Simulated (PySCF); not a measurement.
From one molecule to another.

First species: C₆H₆O₃Si.
Atom-mapped SMILES: `[O:1]=[C:2]1[CH:3]=[CH:4][C:5]([O:6][SiH3:7])=[CH:8][C:9]1=[O:10]` (hydrogens: H11 on C3; H12 on C4; H13, H14, H15 on Si7; H16 on C8)

Second species: SnHMe2Ph, C8H12Sn.
SMILES: `[H][Sn]([CH3])([CH3])[c]1ccccc1`

Levels: CAM-B3LYP/def2-SVPD for HOMO energy, LUMO energy, HOMO–LUMO gap and static isotropic polarisability; TDDFT CAM-B3LYP/def2-SVPD for lowest singlet excitation; TDA CAM-B3LYP/def2-SVPD for lowest triplet excitation (Tamm–Dancoff). Geometries: PBE0-D3(BJ)/def2-SVP. Each structure is a single optimised conformer of the isolated species (atoms past krypton carry core potentials, spin–orbit coupling is left out); the electronic structure was computed with PySCF and density fitting.

The conformers computed, where there is a choice (atom-mapped SMILES and torsion angles):
- `[O:1]=[C:2]1[CH:3]=[CH:4][C:5]([O:6][SiH3:7])=[CH:8][C:9]1=[O:10]`: C4–C5–O6–Si7 179°

Question: Which has the higher HOMO–LUMO gap?

Answer: The second: 8.94 eV against 6.27 eV, a difference of 2.67 eV.

Question: Which has the higher LUMO energy?

Answer: The second: 0.59 eV against -2.49 eV, a difference of 3.08 eV.

Question: Which has the higher S1 energy?

Answer: The second: 5.40 eV against 2.26 eV, a difference of 3.14 eV.

Question: Which of the two has the higher HOMO energy, and by how much?

Answer: The second: -8.35 eV against -8.76 eV, a difference of 0.41 eV.

Question: Which has the higher T1 energy?

Answer: The second: 4.06 eV against 1.81 eV, a difference of 2.25 eV.

Question: Which has the higher static isotropic polarisability?

Answer: The second: 134.1 au against 106.1 au, a difference of 28.0 au.

On the first: 1 of the 10 computed singlets lies in the visible range (750 to 380 nm, 1.65 to 3.26 eV), with an oscillator strength of 0.000. In wavenumbers S1 is 18300 cm⁻¹ (1 eV = 8065.54 cm⁻¹).

On the second: The principal polarisabilities are 106.4, 129.6 and 166.2 au; their mean is the isotropic value. The vertical singlet–triplet gap S1 − T1 is 1.34 eV (TDDFT singlet less Tamm–Dancoff triplet; S1: HOMO−1→LUMO, weight 0.43, beside HOMO→LUMO+1, weight 0.41; T1: HOMO→LUMO, weight 0.41, beside HOMO−1→LUMO+1, weight 0.37). Atoms past krypton carry effective core potentials; spin–orbit coupling is left out.
